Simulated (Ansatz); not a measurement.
Isolated molecules relaxed with PBE0-D4/def2-TZVP in Ansatz; ΔE leaves out vibrations. CBS: MP2 limit from def2 TZ/QZ plus the TZ coupled-cluster correction, frozen cores. This one scheme is used for every species. DFT in def2-TZVPP. B3LYP here is the variant with VWN-RPA as its local correlation; programs differ in this. Elements past krypton have def2 core potentials. For Cd outer-core shells are correlated without core-valence functions, which leaves a few kJ/mol of doubt a bond. One conformer a species, not always the lowest.

Consider the substitution at a C–O bond: `C[O][Cd][F]` + `F[SiH2]N[SiH3]` → `CN([SiH3])[SiH2]F` + `[OH][Cd][F]`.

`C[O][Cd][F]`:

Cartesian coordinates in Å:
```
C -0.591 0.066 -0.949
O 0.676 0.333 -0.411
Cd 1.100 -0.040 1.460
F 1.650 -0.358 3.281
H -0.864 -0.998 -0.910
H -1.396 0.637 -0.466
H -0.575 0.359 -2.005
```

`F[SiH2]N[SiH3]`:

Cartesian coordinates in Å:
```
F 0.820 -1.241 2.080
Si 1.122 -0.904 0.544
N 0.359 0.531 0.025
Si -1.239 0.721 -0.620
H 2.590 -0.741 0.443
H 0.594 -2.036 -0.246
H 0.866 1.387 0.210
H -2.123 1.486 0.299
H -1.785 -0.645 -0.813
H -1.204 1.442 -1.920
```

`CN([SiH3])[SiH2]F`:

Cartesian coordinates in Å:
```
C 0.738 -1.300 -0.250
N 0.078 -0.027 0.044
Si -1.389 -0.129 0.963
Si 0.683 1.401 -0.663
F 0.262 1.556 -2.202
H 1.751 -1.132 -0.625
H 0.194 -1.879 -1.003
H 0.823 -1.912 0.654
H -1.113 -0.777 2.274
H -2.407 -0.960 0.260
H -1.912 1.244 1.161
H 0.128 2.568 0.054
H 2.164 1.347 -0.666
```

`[OH][Cd][F]`:

Cartesian coordinates in Å:
```
O 0.617 -1.179 0.364
Cd -0.380 0.476 0.089
F -1.417 2.094 -0.069
H 1.180 -1.391 -0.384
```

| level | ΔE (kJ/mol) | difference from CCSD(T)/CBS |
| --- | --- | --- |
| PBE-D4 | -22.2 | 4.2 |
| PBE0-D4 | -22.9 | 3.5 |
| B3LYP-D4 | -19.6 | 6.8 |
| ωB97M-V | -23.0 | 3.4 |
| r2SCAN | -17.6 | 8.8 |
| PBE0 | -19.2 | 7.2 |
| B3LYP | -13.0 | 13.4 |
| HF/def2-TZVPP | -7.4 | 19.0 |
| MP2/def2-TZVPP | -28.2 | -1.8 |
| SCS-MP2/def2-TZVPP | -23.6 | 2.8 |
| CCSD/def2-TZVPP | -21.6 | 4.8 |
| CCSD(T)/def2-TZVPP | -23.2 | 3.2 |
| HF/def2-QZVPP | -8.1 | 18.3 |
| SCS-MP2/def2-QZVPP | -25.6 | 0.8 |
| MP2/CBS(def2) | -31.4 | -5.0 |
| CCSD/CBS(def2) | -24.8 | 1.6 |
| CCSD(T)/CBS | -26.4 | 0 |

Largest T1 diagnostic among the species: 0.018.

In def2-TZVPP, CCSD(T) changes the Hartree–Fock value by −15.9 kJ/mol (the triples alone add −1.6 kJ/mol) and MP2 by −20.8 kJ/mol. The D4 term adds −6.6 kJ/mol with B3LYP and −3.7 kJ/mol with PBE0; it sums over pairs of atoms, weighted by their polarisabilities, and B3LYP, whose exchange is more repulsive, gets the larger term.
